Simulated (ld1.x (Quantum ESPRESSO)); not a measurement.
## Cd (Z = 48): one change to an ultrasoft potential, before and after

* Element: Cd
* Generator: ld1.x (Quantum ESPRESSO) 7.5
* Type: ultrasoft
* Functional: LDA (PZ)
* Relativity: scalar-relativistic
* Frozen core: [Kr]
* Valence charge: 12
* Reference configuration: 4d10 5s1 5p0 (charge +1)
* Partial waves: 5s (bound): rcut 1.60, rcutus 2.20 bohr; 5s channel at 0.65 Ry: rcut 1.60, rcutus 2.20 bohr; 5p (bound, empty): rcut 2.75, rcutus 2.95 bohr; 5p channel at 2.1 Ry: rcut 2.75, rcutus 2.95 bohr; 4d (bound): rcut 0.85, rcutus 1.15 bohr; 4d channel at -1.15 Ry: rcut 0.85, rcutus 1.15 bohr
* Local potential: all-electron potential smoothed inside 1.10 bohr (lloc = -1)
* Core correction: a·sin(br)/r model core inside 0.90 bohr
* Augmentation charge: PSQ, radius 0.70 bohr

All-electron outer shells of the reference configuration (LDA (PZ), scalar-relativistic, ld1.x):

```json
{"shell": "4p", "level (eV)": "-75.91", "outermost node (bohr)": "0.43", "outermost maximum (bohr)": "0.84"}
{"shell": "4d", "level (eV)": "-20.74", "outermost node (bohr)": "0.42", "outermost maximum (bohr)": "0.98"}
{"shell": "5s", "level (eV)": "-13.46", "outermost node (bohr)": "1.06", "outermost maximum (bohr)": "2.23"}
{"shell": "5p", "level (eV)": "-7.62", "outermost node (bohr)": "1.19", "outermost maximum (bohr)": "2.80"}
```

Change: local potential all-electron potential smoothed inside 1.42 bohr (lloc = -1).

Cutoffs: the cutoffs (Ry, on a coarse ladder) from which the occupation-weighted sum of valence levels, in a spherical-Bessel basis at the reference potential, stays within 10 and 1 mRy of its value at 400 Ry; they do not see the model core or the augmentation charge, which bear on the density cutoff. Errors are all-electron minus pseudo energies relative to the spin-unpolarised reference configuration.

How do hardness, ghosts and transferability respond?

The potential gets neither clearly harder nor softer (90 Ry and 160 Ry → 90 Ry and 160 Ry); the bound ghosts move from p, s to s; of the 9 tests that both files solve, the error grows in 1 and shrinks in 0 by more than 15 % and 0.3 meV (median size 4.4 → 4.4 meV); the range in which the p phases agree narrows (upper end at the end of the scan → 0.5). A state that the projectors do not describe sees the local part alone, so a deeper or shallower local part can create or remove a ghost.

```csv
quantity,base,changed
"cutoff, loose",90 Ry,90 Ry
"cutoff, tight",160 Ry,160 Ry
bound ghosts,"s, p",s
"error for 4d10 5s2 5p0, meV [ΔE -9.63 eV]",+1.2,+1.1
"error for 4d10 5s0 5p0, meV [ΔE 17.52 eV]",-4.4,-4.4
"error for 4d9 5s0 5p0, meV [ΔE 55.78 eV]",-118,-118
"error for 4d9 5s2 5p0, meV [ΔE 8.52 eV]",-63,-63
"error for 4d10 5s0 5p2, meV [ΔE 0.29 eV]",+0.4,+0.9
"error for 4d8 5s0 5p0, meV [ΔE 110.05 eV]",-549,-550
"error for 4d10 5s1.5 5p0, meV [ΔE -5.75 eV]",+0.7,+0.7
"error for 4d10 5s1 5p0 (spin-polarised), meV [ΔE -0.19 eV]",-0.2,-0.2
"error for 4d9 5s0 5p0 (spin-polarised), meV [ΔE 55.60 eV]",-108,-108
s: phases at 3.19 bohr within 0.05 rad from the reference energy up to (Ry; the scan ends near 5),to the end of the scan,to the end of the scan
p: phases at 3.19 bohr within 0.05 rad from the reference energy up to (Ry; the scan ends near 5),to the end of the scan,0.5
d: phases at 3.19 bohr within 0.05 rad from the reference energy up to (Ry; the scan ends near 5),4.7,4.7
lowest overlap eigenvalue by channel,"s 0.23, p 0.31, d 0.93","s 0.36, p 0.45, d 0.93"
```

Changed file: These tests converged, but a pseudo level misses the all-electron one widely, so the file describes the atom poorly there or has found another state: 4d8 5s0 5p0: empty 5p by 7.7 eV (a node warning on the way). A true bound ghost makes a file unfit for plane-wave use even where its test errors are small: the radial tests pick states by their node count and pass the ghost by.
